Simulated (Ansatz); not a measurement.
CH2AlO2, SMILES `O=[CH][Al-][OH]` (lower singlet; O–C–Al–O torsion 0°, C–Al–O–H torsion 0°) (charge -1, multiplicity 1). This singlet lies 0.94 eV below the relaxed triplet at the level frozen-core CCSD(T)/aug-cc-pVDZ // PBE0-D3(BJ)/def2-TZVPD (Ansatz, an electronic-structure program).

Method: Ansatz with r2SCAN/aug-cc-pVTZ // PBE0-D3(BJ)/def2-TZVPD.

Ansatz 0.2 input:
```yaml
crystal:
  periodic: [false, false, false]
  atoms:
    - { symbol: O, position_ang: [-0.970899, 0.919276, -0.144414] }
    - { symbol: C, position_ang: [-0.960854, -0.231974, 0.26762] }
    - { symbol: Al, position_ang: [0.871661, -1.183191, 0.975216] }
    - { symbol: O, position_ang: [1.810484, 0.279333, 0.650964] }
    - { symbol: H, position_ang: [-1.983151, -0.748787, 0.244722] }
    - { symbol: H, position_ang: [1.23276, 0.965343, 0.291102] }
basis:
  gaussian: { orbitals: aug-cc-pVTZ }
hamiltonian:
  xc: r2scan
total_charge: -1
```

Output:

```
Functional definition: r2SCAN
1115 factors; their error is unknown
mean field evaluation 1: about -11757.5978 eV, gradient 3.8e1 eV
mean field evaluation 2: about -11741.6829 eV, gradient 9.5e1 eV
mean field evaluation 4: about -11760.3956 eV, gradient 6.4e0 eV
mean field evaluation 8: about -11760.4933 eV, gradient 2.6e-1 eV
mean field evaluation 16: about -11760.4706 eV, gradient 3.6e-4 eV
mean field -11760.47056243 eV, -432.1893216361 hartree, gradient 4.8e-5 eV, S^2 0.000000; 1 other end points of the search recorded, 0 dependent functions left out
reference -11760.47058269 eV, -432.1893223804 hartree; 19, 19 occupied and 215, 215 virtual orbitals, 1115 factors
Total energy: -11760.47058269 eV, -432.1893223804 hartree
```
